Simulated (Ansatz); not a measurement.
Consider the ligand exchange at a B–C bond: `FBC[CH2][AlH2]` + `[OH][InH2]` → `FB[O][InH2]` + `C[CH2][AlH2]`.

Calculated with Ansatz (gas phase, PBE0-D4/def2-TZVP geometries, no zero-point term in ΔE). CBS: MP2 limit from def2 TZ/QZ plus the TZ coupled-cluster correction, frozen cores. Functionals use def2-TZVPP. B3LYP here is the variant with VWN-RPA as its local correlation; programs differ in this. def2 core potentials past Kr. For In outer-core shells are correlated without core-valence functions, which leaves a few kJ/mol of doubt a bond. Each species was taken in one conformer, which may not be the lowest.

(1) Is it downhill or uphill in electronic energy at CCSD(T)/CBS, and by how much? (An estimate is asked.)

(2) What do these levels give: ωB97X-V, B2PLYP, PBE, r2SCAN, B3LYP, MP2/def2-QZVPP? (An estimate is asked.)

Largest T1 diagnostic among the species: 0.017.

Answers

(1) Computed: Downhill: ΔE = -168.5 kJ/mol.

(2) Computed: ωB97X-V -170.1, B2PLYP -171.7, PBE -157.0, r2SCAN -166.5, B3LYP -171.7, MP2/def2-QZVPP -167.1 kJ/mol.

In def2-TZVPP, CCSD(T) changes the Hartree–Fock value by +18.7 kJ/mol (the triples alone add +2.6 kJ/mol) and MP2 by +21.1 kJ/mol. From PBE to PBE0 (25 % exact exchange), in def2-TZVPP and without D4, ΔE moves by −6.5 kJ/mol.
